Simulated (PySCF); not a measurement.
Finite-field polarisability of Ge (germanium, neutral)

[Ar] 3d10 4s2 4p2, high-spin 3P determinant. Calculation: PySCF 2.14, in aug-cc-pVTZ-PP with one added diffuse shell each of s, d, f type with ECP10MDF (7s5p5d3f, 68 functions); a scalar-relativistic core potential. Frozen: 3s2 3p6 3d10. Energy changes in a uniform field (μhartree):

```csv
axis,F (au),HF,MP2,CCSD,CCSD(T)
x,0.0025,-103.906,-104.004,-103.307,-103.551
x,0.005,-415.975,-416.391,-413.599,-414.581
y,0.0021,-100.118,-99.416,-99.070,-99.295
y,0.0042,-401.209,-398.408,-397.012,-397.919
```

By symmetry the remaining axis equals y.

(1) Derive α along x at CCSD(T) from the two fields.

(2) And the mean polarisability at each level?

Results:

(1) With ΔE = −αF²/2 − γF⁴/24, α = −(16 ΔE(F) − ΔE(2F))/(6F²) = 33.13 bohr³.

(2) The components xx, yy, zz at CCSD(T) are 33.13, 45.00, 45.00, the third axis being equal by symmetry to one of the two computed. Means: HF 41.33, MP2 41.13, CCSD 40.95, CCSD(T) 41.04 bohr³. Reference: 40 ± 1 bohr³ (recommended; Schwerdtfeger and Nagle, table of static dipole polarizabilities (2023 update)).
